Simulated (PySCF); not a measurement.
# C4H9O2Si: g tensor and hyperfine couplings

Species: C4H9O2Si (doublet state).
SMILES with atom numbers: `[CH3:1][CH2:2][CH2:3][C:4](=[O:5])[O:6][SiH2:7]` (hydrogens: H8, H9, H10 on C1; H11, H12 on C2; H13, H14 on C3; H15, H16 on Si7)

Structure used (GFN2-xTB), in Å, numbered top down from 1:
```xyz
16
C4H9O2Si angstrom
C     -1.754    0.819    0.539
C     -1.376    0.012   -0.696
C     -0.461   -1.165   -0.342
C      0.862   -0.679    0.190
O      1.306   -0.929    1.280
O      1.526    0.077   -0.676
Si     2.998    0.732   -0.236
H     -2.278    0.193    1.259
H     -2.404    1.649    0.268
H     -0.866    1.221    1.022
H     -2.280   -0.376   -1.171
H     -0.865    0.654   -1.416
H     -0.925   -1.802    0.412
H     -0.261   -1.755   -1.240
H      2.801    1.685    0.840
H      3.970   -0.327   -0.043
```

The hyperfine couplings belong to this conformer and change with its torsions.

Computed, not measured: UKS B3LYP, pcH-1 on C H O Si, non-relativistic, mean-field spin-orbit, GIAO (PySCF 2.14.0). Isolated species at its GFN2-xTB geometry (one conformer only). A GFN2-xTB geometry isn't a minimum of the functional, and hyperfine couplings can be far from their values at a DFT geometry, by a factor of two or more for some ions and for spin on atoms past the first row. Stability of the SCF solution: not tested.

```
g1, g2, g3                      : 2.00175, 2.00210, 2.00411
g_iso                           : 2.00265
Form of g                       : close to axial: the two nearest values differ by 15 % of g3 − g1
⟨S²⟩                            : 0.7510 (exact 0.7500)
HOMO–LUMO gap, α and β orbitals : 5.70, 5.09 eV
Total energy                    : -597.81634 Eh
Basis functions                 : 275
```

Hyperfine couplings atom by atom, in mT; T1 to T3 are the principal values of the dipolar part; ρ(0) is the spin density at the nucleus (MHz turned into mT with g_iso):

| atom | isotope | a_iso | of which spin–orbit | T1 | T2 | T3 | Mulliken spin population | ρ(0) (bohr⁻³) |
| --- | --- | --- | --- | --- | --- | --- | --- | --- |
| C1 | 13C | 0.00 | 0.00 | -0.01 | -0.01 | 0.01 | 0.00 | 0.0000 |
| C2 | 13C | 0.00 | 0.00 | -0.01 | -0.01 | 0.01 | 0.00 | 0.0000 |
| C3 | 13C | -0.02 | 0.00 | -0.01 | -0.01 | 0.02 | 0.00 | -0.0006 |
| C4 | 13C | 0.84 | 0.00 | -0.10 | -0.09 | 0.18 | 0.01 | 0.0209 |
| O5 | 17O | -0.21 | 0.00 | -0.04 | 0.00 | 0.04 | 0.00 | 0.0096 |
| O6 | 17O | -2.62 | 0.00 | -0.21 | 0.10 | 0.11 | 0.00 | 0.1209 |
| Si7 | 29Si | -19.96 | 0.04 | -6.33 | 3.15 | 3.17 | 0.94 | 0.6309 |
| H8 | 1H | 0.00 | 0.00 | -0.01 | -0.01 | 0.03 | 0.00 | 0.0000 |
| H9 | 1H | 0.00 | 0.00 | -0.01 | -0.01 | 0.03 | 0.00 | 0.0000 |
| H10 | 1H | 0.00 | 0.00 | -0.03 | -0.03 | 0.06 | 0.00 | 0.0000 |
| H11 | 1H | 0.00 | 0.00 | -0.02 | -0.01 | 0.03 | 0.00 | 0.0000 |
| H12 | 1H | 0.00 | 0.00 | -0.04 | -0.03 | 0.07 | 0.00 | 0.0000 |
| H13 | 1H | 0.06 | 0.00 | -0.02 | -0.02 | 0.04 | 0.00 | 0.0003 |
| H14 | 1H | 0.00 | 0.00 | -0.03 | -0.03 | 0.06 | 0.00 | 0.0000 |
| H15 | 1H | 2.96 | 0.00 | -0.35 | 0.04 | 0.31 | 0.03 | 0.0186 |
| H16 | 1H | 3.02 | 0.00 | -0.35 | 0.04 | 0.31 | 0.03 | 0.0190 |

The largest Mulliken spin population is on Si7 (+0.94). The angles at Si7 add up to 337.5°, so it is pyramidal.

Axes: g3 points within 7° of the O6–Si7 bond.

Under fast tumbling the dipolar parts average out, and these isotropic splittings remain: 2 × 1H (H15/H16, I = 1/2, 3 lines) with 2.99 mT and 2 × 1H (H13/H14, I = 1/2, 3 lines) with 0.03 mT.

Means are taken over nuclei equivalent by connectivity, which assumes that they swap fast.

The 13C coupling of C4 (23.5 MHz) shows only in satellite lines or after enrichment, since that isotope makes up about 1.07 % of natural carbon.

The 29Si coupling of Si7 (-559.6 MHz) shows only in satellite lines or after enrichment, since that isotope makes up about 4.7 % of natural silicon.
